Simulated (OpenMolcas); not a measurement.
**In I: input and output**

Input:

```
&GATEWAY
Coord
1

In 0.0 0.0 0.0
Basis=ANO-RCC-VTZP
Group=XYZ
NoMove
AngMom=0.0 0.0 0.0
AMFI
&SEWARD
&RASSCF
FileOrb=start.orb
Symmetry=2
Spin=4
nActEl=3 0 0
Inactive=14 9
Ras2=1 3
CIRoot=1 1 1
SDav=1
CIMx=300
Iter=120 100
PrWF=0.3
OrbListing=Nothing
MaxOrb=0
Atom
>>> COPY $Project.JobIph JOB001
&RASSCF
FileOrb=start.orb
Symmetry=2
Spin=2
nActEl=3 0 0
Inactive=14 9
Ras2=1 3
CIRoot=3 3 1
SDav=11
CIMx=300
Iter=120 100
PrWF=0.3
OrbListing=Nothing
MaxOrb=0
Atom
>>> COPY $Project.JobIph JOB002
&RASSCF
FileOrb=start.orb
Symmetry=1
Spin=4
nActEl=3 0 0
Inactive=14 9
Ras2=1 3
CIRoot=3 3 1
SDav=3
CIMx=300
Iter=120 100
PrWF=0.3
OrbListing=Nothing
MaxOrb=0
Atom
>>> COPY $Project.JobIph JOB003
&RASSCF
FileOrb=start.orb
Symmetry=1
Spin=2
nActEl=3 0 0
Inactive=14 9
Ras2=1 3
CIRoot=5 5 1
SDav=9
CIMx=300
Iter=120 100
PrWF=0.3
OrbListing=Nothing
MaxOrb=0
Atom
>>> COPY $Project.JobIph JOB004
&RASSI
NrOfJobIphs=3 3 3 5
1 2 3
1 2 3
1 2 3 4 5
IphNames
JOB002
JOB003
JOB004
EJob
SpinOrbit
DIPRint=1.0
SOCoupling=1000.0
Subsets=2
MEES
Property=10
'ANGMOM' 1 'ANGMOM' 2 'ANGMOM' 3 'MLTPL  1' 1 'MLTPL  1' 2 'MLTPL  1' 3
'AMFI' 1 'AMFI' 2 'AMFI' 3 'MLTPL  2' 6
SOProperty=3
'ANGMOM' 1 'ANGMOM' 2 'ANGMOM' 3
```

A driver script runs the steps one by one and writes start.orb anew before each from the orbitals found so far.

Output, cut to the results:

```
--- SEWARD ---
Basis set label: IN.ANO-RCC...7S6P4D2F1G.

      Electronic valence basis set:
      ------------------
      Associated Effective Charge  49.000000 au
      Associated Actual Charge     49.000000 au
      Nuclear Model: Point charge

      Shell  nPrim  nBasis  Cartesian Spherical Contaminant
         s      22       7        X
         p      19       6        X
         d      13       4                 X
         f       5       2                 X
         g       3       1                 X
                  Relativistic Douglas-Kroll-Hess integrals:
                    - DKH order of Hamiltonian: 2
                    - DKH order of Properties : 0
                  Atomic mean-field integrals
--- RASSCF ---
Wave function specifications:
      -----------------------------

      Number of closed shell electrons          46
      Number of electrons in active shells       3
      Max number of holes in RAS1 space          0
      Max nr of electrons in RAS3 space          0
      Number of inactive orbitals               23
      Number of active orbitals                  4
      Number of secondary orbitals              41
      Spin quantum number                      1.5
      State symmetry                             2
Orbital specifications:
      -----------------------

      Symmetry species                           1   2
                                                ag  au
      Frozen orbitals                            0   0
      Inactive orbitals                         14   9
      Active orbitals                            1   3
      RAS1 orbitals                              0   0
      RAS2 orbitals                              1   3
      RAS3 orbitals                              0   0
      Secondary orbitals                        21  20
      Deleted orbitals                           0   0
      Number of basis functions                 36  32
      Number of CSFs                             1
      Number of root(s) required                 1
      Iter CI   SX   CI       RASSCF       Energy    max ROT     max BLB   max BLB  Level Ln srch  Step   QN
          iter iter root      energy       change     param      element    value   shift minimum  type update
 Nr of preliminary CI iterations:   1
 ###############################################################################
 ###############################################################################
 ###                                                                         ###
 ###                                                                         ###
 ###    WARNING: Problems in orbital optimization.                           ###
 ###                                                                         ###
 ###                                                                         ###
 ###############################################################################
 ###############################################################################
  Warning: In symmetry  1, orbital p=  15 has diagonal density matrix element D(p,p) close to zero. D(p,p)=  0.000000E+00
      Total energies have been shifted. Add                -5000.00 au
        ...
 ###############################################################################
 ###############################################################################
  Warning: In symmetry  1, orbital p=  15 has diagonal density matrix element D(p,p) close to zero. D(p,p)=  0.000000E+00
        4   1    3    1  -876.69273230   -5.46E-12  -4.34E-07   11  14 2 -3.40E-07   0.50   0.00    SX    NO
      Convergence after  4 iterations
        5   1    3    1  -876.69273230    0.00E+00  -4.34E-07   11  14 2 -2.12E-07   0.50   0.00    SX    NO
      Natural orbitals and occupation numbers for root  1
      sym 1:   0.000000
      sym 2:   1.000000   1.000000   1.000000
::    RASSCF root number  1 Total energy:  -5876.69273230
--- RASSCF ---
Wave function specifications:
      -----------------------------

      Number of closed shell electrons          46
      Number of electrons in active shells       3
      Max number of holes in RAS1 space          0
      Max nr of electrons in RAS3 space          0
      Number of inactive orbitals               23
      Number of active orbitals                  4
      Number of secondary orbitals              41
      Spin quantum number                      0.5
      State symmetry                             2
...
--- RASSI ---
SPIN-FREE ENERGIES:
  (Shifted by EMIN (a.u.) =      -5877.0904131446)

 SF State       Relative EMIN(au)   Rel lowest level(eV)    D:o, cm**(-1)      L_eff

     1             0.0000000000        0.0000000000              0.0000         1.0
     2             0.0000000000        0.0000000000              0.0000         1.0
     3             0.0000000000        0.0000000000              0.0000         1.0
     4             0.1217221432        3.3122282542          26714.9225         1.0
     5             0.1217221432        3.3122282542          26714.9225         1.0
     6             0.1217221432        3.3122282542          26714.9225         1.0
     7             0.2124848818        5.7820081901          46635.0411         2.0
     8             0.2124848818        5.7820081901          46635.0411         2.0
     9             0.2124848818        5.7820081901          46635.0411         2.0
    10             0.2124848818        5.7820081901          46635.0411         2.0
    11             0.2124848818        5.7820081901          46635.0411         2.0
     Dipole printing threshold changed to   1.00000000E+00

++ Dipole transition strengths (spin-free states):
   -----------------------------------------------
     for osc. strength at least  1.00000000E+00

  ( Max oscillator strength is only   0.19873745344929603      )
--
Eigenvalues of complex Hamiltonian:
   -----------------------------------
  (Shifted by EMIN (a.u.) =      -5877.0904131446)

 SO State       Relative EMIN(au)   Rel lowest level(eV)    D:o, cm**(-1)     J-value

     1            -0.0063731379        0.0000000000              0.0000         0.4
     2            -0.0063731379        0.0000000000              0.0000         0.4
     3             0.0031865689        0.2601328753           2098.1131         1.3
     4             0.0031865690        0.2601328754           2098.1131         1.0
...
```

The J values that RASSI prints are effective ones from its own formula and need not be integers or half-integers; the table below assigns J from the states.

Levels above the lowest, from the spin-orbit matrix, grouped by J:

```csv
Configuration,Term,J,E (cm-1),Measured (cm-1),g,Term weight %
5s2 5p,2P*,1/2,0.0,0.0,0.666,100
5s2 5p,2P*,3/2,2098,2213,1.334,100
5s 5p2,4P,1/2,26870,34978,2.671,100
5s 5p2,4P,3/2,27608,36021,1.735,100
5s 5p2,4P,5/2,28808,37452,1.600,100
```

Against the 4 measured excited levels shown (NIST Handbook of Basic Atomic Spectroscopic Data) the mean absolute deviation is 6300 cm-1; the largest miss in energy is 5s 5p2 4P 5/2: computed 28808, measured 37452 cm-1 (-23.1 %).

Some high roots are left out of the spin-orbit mixing, which shifts the levels that they would mix with. Without dynamic correlation excited terms often stand tens of per cent too high (terms of higher spin than the ground term too low), and those without a measured partner can miss by more than the paired ones. Terms of s pⁿ other than that of highest spin mix with s² pⁿ⁻² d, which this space lacks; all of them can be thousands of cm-1 off, and some have no real level of that name. Measured partners are found by configuration, term and J. A level has none where our copy of the source lacks it or the pairing is in doubt (some pairs that miss far off the trend of their configuration count as doubtful), and it then counts in no deviation. Levels of configurations outside the active space are missing. The first state left out of the spin-orbit step lies near 57000 cm-1 above the lowest spin-free state of the reference (among the parities and spins computed), and the list stops at four fifths of that energy or lower.

The term weight is that of the spin-free term in the level, not the purity of its configuration. * marks odd parity.
